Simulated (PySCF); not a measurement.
# Au⁷⁷⁺ (gold, charge +77) across methods

1s2, closed-shell 1S. Calculation: PySCF 2.14, in an uncontracted even-tempered set (16 s from 250 bohr⁻², ratio 2.2; 7 p from 370 bohr⁻², ratio 2.4; 4 d from 1100 bohr⁻², ratio 2.4; 3 f from 1700 bohr⁻², ratio 2.4; 3 g from 2500 bohr⁻², ratio 2.4); the spin-free X2C one-electron Hamiltonian (Gaussian nucleus).

| method | E (hartree) | mean ε 1s (eV) | Σ⟨r²⟩ (bohr²) | ⟨S²⟩ |
| --- | --- | --- | --- | --- |
| LDA | -6797.46 | -91079.5 | 0.0007170 | 0.000 |
| r2SCAN | -6805.86 | -91236.2 | 0.0007156 | 0.000 |
| BP86 | -6806.56 | -91182.2 | 0.0007159 | 0.000 |
| UHF | -6804.91143 | -91763.0 | 0.0007152 | 0.000 |
| PBE | -6805.58 | -91171.3 | 0.0007161 | 0.000 |
| PBE0 | -6805.42 | -91319.4 | 0.0007158 | 0.000 |

Task: Estimate the same row for B3LYP.

Result: E (hartree) = -6805.35; mean ε 1s (eV) = -91288.7; Σ⟨r²⟩ (bohr²) = 0.0007158; ⟨S²⟩ = 0.000.
